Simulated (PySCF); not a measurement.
All values below come from PBE-D3(BJ)/def2-TZVP // B3LYP-D3(BJ)/def2-TZVP (PySCF 2.14.0). Isolated molecules, 0 K electronic values unless said otherwise. Excitations are Tamm–Dancoff values on a coarser integration grid. The basis has no diffuse functions, so Rydberg states are missing or too high.

Reference species (SMILES): `[NH2][Al]([NH2])[NH2]` (neutral, multiplicity 1).

T1 excitation (TDA): 4.64 eV
LUMO: -0.50 eV
HOMO–LUMO gap: 4.78 eV
S1 oscillator strength: 0.004

Changed species: `[I][Al]([I])[I]` (3 of 3 NH2 replaced by I; the reference has 0 of 3 NH2 replaced by I).

Task: What does the change do to the T1 excitation (TDA), LUMO, HOMO–LUMO gap and S1 oscillator strength?

Result: the T1 excitation (TDA) falls by 0.88 eV, to 3.76 eV; the LUMO falls by 2.24 eV, to -2.74 eV; the HOMO–LUMO gap drops by 0.91 eV, to 3.87 eV; the S1 oscillator strength is nearly the same.
